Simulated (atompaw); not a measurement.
# An all-electron radial function and its pseudo partner (gadolinium)

Columns: radius, all-electron u(r) and pseudo u(r) of the 6p shell (level -1.36 eV) of gadolinium in the configuration [Kr] 4d10 4f6.5 5s2 5p6 5d1.5 6s2 6p0; PBE, scalar-relativistic, PAW (atompaw) scheme, atompaw 4.2.0.5.

| r (bohr) | all-electron | pseudo |
| --- | --- | --- |
| 0.115 | -0.0317 | -0.0006 |
| 0.231 | -0.0476 | -0.0024 |
| 0.346 | 0.0691 | -0.0052 |
| 0.462 | 0.1129 | -0.0088 |
| 0.577 | 0.0723 | -0.0126 |
| 0.692 | -0.0048 | -0.0162 |
| 0.808 | -0.0826 | -0.0192 |
| 0.923 | -0.1421 | -0.0210 |
| 1.038 | -0.1786 | -0.0210 |
| 1.154 | -0.1931 | -0.0188 |
| 1.269 | -0.1888 | -0.0139 |
| 1.385 | -0.1697 | -0.0059 |
| 1.500 | -0.1403 | 0.0052 |
| 1.615 | -0.1037 | 0.0197 |
| 1.731 | -0.0623 | 0.0376 |
| 1.846 | -0.0191 | 0.0586 |
| 1.962 | 0.0250 | 0.0826 |
| 2.077 | 0.0682 | 0.1089 |
| 2.192 | 0.1100 | 0.1371 |
| 2.308 | 0.1503 | 0.1669 |
| 2.423 | 0.1879 | 0.1972 |
| 2.538 | 0.2230 | 0.2276 |
| 2.654 | 0.2558 | 0.2576 |
| 2.769 | 0.2857 | 0.2863 |
| 2.885 | 0.3133 | 0.3134 |
| 3.000 | 0.3381 | 0.3381 |

(1) How many radial nodes do the two functions have?

(2) Is the pseudo-wave norm-conserving?

## Answers

(1) The all-electron 6p function has n − l − 1 = 4 (the table is too coarse to show those close to the nucleus); the pseudo-wave has 1, since 1 lower shell of the same l stays in the valence.

(2) No, it belongs to a PAW set: the norm inside the radius is not constrained, and the difference is carried by the augmentation charge.
